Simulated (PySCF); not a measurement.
## Zinc: a sound run and one with changed settings

Sound run: Zn [Ar] 3d10 4s2, Zn⁺ [Ar] 3d10 4s1. Calculation: PySCF 2.14, in 6-31G* (5s4p2d1f, 34 functions); the non-relativistic Hamiltonian (point nucleus). In the sound run the correlated levels freeze [Ar]. The sound run starts from symmetry-adapted Hartree-Fock orbitals and uses a fine grid where one is needed.

Changed run: scalar relativity by spin-free X2C-1e. This setting is unsound on purpose.

```json
{"species": "Zn", "method": "UHF", "sound run (hartree)": "-1777.48110", "changed run (hartree)": "-1790.64923", "converged": "yes"}
{"species": "Zn", "method": "B3LYP", "sound run (hartree)": "-1779.08722", "changed run (hartree)": "-1792.25451", "converged": "yes"}
{"species": "Zn", "method": "PBE0", "sound run (hartree)": "-1778.78617", "changed run (hartree)": "-1791.95367", "converged": "yes"}
{"species": "Zn", "method": "MP2", "sound run (hartree)": "-1777.72777", "changed run (hartree)": "-1790.89588", "converged": "yes"}
{"species": "Zn", "method": "CCSD(T)", "sound run (hartree)": "-1777.72146", "changed run (hartree)": "-1790.88961", "converged": "yes"}
{"species": "Zn⁺", "method": "UHF", "sound run (hartree)": "-1777.20913", "changed run (hartree)": "-1790.37328", "converged": "yes"}
{"species": "Zn⁺", "method": "B3LYP", "sound run (hartree)": "-1778.75794", "changed run (hartree)": "-1791.92057", "converged": "yes"}
{"species": "Zn⁺", "method": "PBE0", "sound run (hartree)": "-1778.46999", "changed run (hartree)": "-1791.63292", "converged": "yes"}
{"species": "Zn⁺", "method": "MP2", "sound run (hartree)": "-1777.42528", "changed run (hartree)": "-1790.58920", "converged": "yes"}
{"species": "Zn⁺", "method": "CCSD(T)", "sound run (hartree)": "-1777.40969", "changed run (hartree)": "-1790.57373", "converged": "yes"}
```

Ionisation energy of Zn:

```
 method  sound run (eV)  changed run (eV)
    UHF           7.401             7.509
  B3LYP           8.960             9.087
   PBE0           8.604             8.728
    MP2           8.231             8.345
SCS-MP2           8.291             8.405
   CCSD           8.445             8.557
CCSD(T)           8.484             8.595
```

Most of the change in total energy is the relativistic energy itself. On top of that the contraction fixes the core shape for the Hamiltonian it was made with, so the changed run is not a good calculation with the other Hamiltonian either.

For comparison, NIST gives 9.394 eV between the lowest levels.
